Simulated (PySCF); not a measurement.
# Computed records: BFHN

Calculation on a computer-drawn molecule: vertical ionisation energy to the stated ion spin, frozen-core CCSD(T) at the basis limit and cheaper methods, single-reference cases, UHF for radicals, no spin-orbit; all values are single points at the evaluated structure, the first of each entry, which is the reference or a displaced copy of it and isn't optimised; the reference structure only sets the zero of the energies above reference; triples share is (T) over the correlation energy. Program: PySCF 2.14.0.

Common to all runs: charge 0; multiplicity 1; ion multiplicity 2; diffuse functions no; basis cc-pVnZ; reference is the Hartree-Fock double-zeta minimum; best is HF at quadruple zeta + MP2 correlation extrapolated from triple and quadruple zeta + CCSD(T) minus MP2 at triple zeta; basis step is the size of the change from the same recipe one zeta lower.

(1) BFHN

Evaluated structure:
```xyz
4
BFHN
N     -0.0007    -0.3361     0.2135
B     -0.8771    -0.1082    -0.5080
F     -1.9296     0.0241    -1.3301
H      0.8732    -0.5071     0.8330
```

Reference structure:
```xyz
4
BFHN
N      0.0500    -0.3300     0.2233
B     -0.9055    -0.1195    -0.5101
F     -1.9174     0.1034    -1.2869
H      0.8184    -0.4994     0.8132
```

```
ionisation energy best                         : 11.96 eV
ionisation energy basis step                   : 0.07884 eV
energy above reference best                    : 13 kcal/mol
energy above reference basis step              : 0.1932 kcal/mol
ionisation energy Koopmans at triple zeta      : 12.31 eV
ionisation energy EOM CCSD at triple zeta      : 11.78 eV
total energy HF triple zeta                    : -179.2548 hartree
total energy CCSD(T) triple zeta               : -179.8222 hartree
total energy best                              : -179.9138 hartree
T1 diagnostic at triple zeta                   : 0.01228
D1 diagnostic at triple zeta                   : 0.02992
ion T1 diagnostic at triple zeta               : 0.01988
ion D1 diagnostic at triple zeta               : 0.08601
ion spin squared at triple zeta                : 0.7586
triples share at triple zeta                   : 0.03581
basis functions triple zeta                    : 104
dipole magnitude HF at triple zeta             : 1.28 debye
dipole magnitude CCSD unrelaxed at triple zeta : 1.334 debye
dipole magnitude PBE at triple zeta            : 1.221 debye
dipole magnitude r2SCAN at triple zeta         : 1.206 debye
dipole magnitude B3LYP at triple zeta          : 1.268 debye
dipole magnitude wB97X at triple zeta          : 1.221 debye
```

Drawn bonds:
```csv
atom,other atom,order
1,2,2
2,3,1
1,4,1
```

Triple zeta:
```csv
method,ionisation energy (eV),energy above reference (kcal/mol)
HF,10.3,13.53
PBE,11.63,12.59
r2SCAN,11.55,13.08
B3LYP,11.73,12.49
wB97X,11.68,12.61
MP2,11.93,13.72
CCSD,11.67,13.28
CCSD(T),11.76,13.47
```

(2) BFHN

Evaluated structure:
```xyz
4
BFHN
N     -0.0007    -0.3361     0.2135
B     -0.8771    -0.1082    -0.5080
F     -1.9296     0.0241    -1.3301
H      0.7572    -0.4844     0.7508
```

Reference structure:
```xyz
4
BFHN
N      0.0500    -0.3300     0.2233
B     -0.9055    -0.1195    -0.5101
F     -1.9174     0.1034    -1.2869
H      0.8184    -0.4994     0.8132
```

```
ionisation energy best                         : 12.12 eV
ionisation energy basis step                   : 0.07893 eV
energy above reference best                    : 9.882 kcal/mol
energy above reference basis step              : 0.1316 kcal/mol
ionisation energy Koopmans at triple zeta      : 12.43 eV
ionisation energy EOM CCSD at triple zeta      : 11.96 eV
total energy HF triple zeta                    : -179.2635 hartree
total energy CCSD(T) triple zeta               : -179.8273 hartree
total energy best                              : -179.9188 hartree
T1 diagnostic at triple zeta                   : 0.0122
D1 diagnostic at triple zeta                   : 0.02986
ion T1 diagnostic at triple zeta               : 0.01995
ion D1 diagnostic at triple zeta               : 0.08729
ion spin squared at triple zeta                : 0.7571
triples share at triple zeta                   : 0.03513
basis functions triple zeta                    : 104
dipole magnitude HF at triple zeta             : 1.007 debye
dipole magnitude CCSD unrelaxed at triple zeta : 1.08 debye
dipole magnitude PBE at triple zeta            : 0.9754 debye
dipole magnitude r2SCAN at triple zeta         : 0.9528 debye
dipole magnitude B3LYP at triple zeta          : 1.015 debye
dipole magnitude wB97X at triple zeta          : 0.9685 debye
```

Drawn bonds:
```csv
atom,other atom,order
1,2,2
2,3,1
1,4,1
```

Triple zeta:
```csv
method,ionisation energy (eV),energy above reference (kcal/mol)
HF,10.48,8.041
PBE,11.79,10.68
r2SCAN,11.72,9.907
B3LYP,11.9,9.417
wB97X,11.85,9.382
MP2,12.09,10.41
CCSD,11.84,9.765
CCSD(T),11.92,10.28
```

(3) BFHN

Evaluated structure:
```xyz
4
BFHN
N     -0.0007    -0.3361     0.2135
B     -0.8771    -0.1082    -0.5080
F     -1.9296     0.0241    -1.3301
H      0.8676    -0.5060     0.8290
```

Reference structure:
```xyz
4
BFHN
N      0.0500    -0.3300     0.2233
B     -0.9055    -0.1195    -0.5101
F     -1.9174     0.1034    -1.2869
H      0.8184    -0.4994     0.8132
```

```
ionisation energy best                         : 11.96 eV
ionisation energy basis step                   : 0.07888 eV
energy above reference best                    : 12.41 kcal/mol
energy above reference basis step              : 0.191 kcal/mol
ionisation energy Koopmans at triple zeta      : 12.32 eV
ionisation energy EOM CCSD at triple zeta      : 11.79 eV
total energy HF triple zeta                    : -179.2559 hartree
total energy CCSD(T) triple zeta               : -179.8232 hartree
total energy best                              : -179.9148 hartree
T1 diagnostic at triple zeta                   : 0.01227
D1 diagnostic at triple zeta                   : 0.02991
ion T1 diagnostic at triple zeta               : 0.01989
ion D1 diagnostic at triple zeta               : 0.08608
ion spin squared at triple zeta                : 0.7585
triples share at triple zeta                   : 0.03577
basis functions triple zeta                    : 104
dipole magnitude HF at triple zeta             : 1.266 debye
dipole magnitude CCSD unrelaxed at triple zeta : 1.322 debye
dipole magnitude PBE at triple zeta            : 1.209 debye
dipole magnitude r2SCAN at triple zeta         : 1.194 debye
dipole magnitude B3LYP at triple zeta          : 1.256 debye
dipole magnitude wB97X at triple zeta          : 1.208 debye
```

Drawn bonds:
```csv
atom,other atom,order
1,2,2
2,3,1
1,4,1
```

Triple zeta:
```csv
method,ionisation energy (eV),energy above reference (kcal/mol)
HF,10.31,12.81
PBE,11.64,12.06
r2SCAN,11.56,12.49
B3LYP,11.74,11.91
wB97X,11.69,12
MP2,11.94,13.12
CCSD,11.67,12.67
CCSD(T),11.76,12.88
```
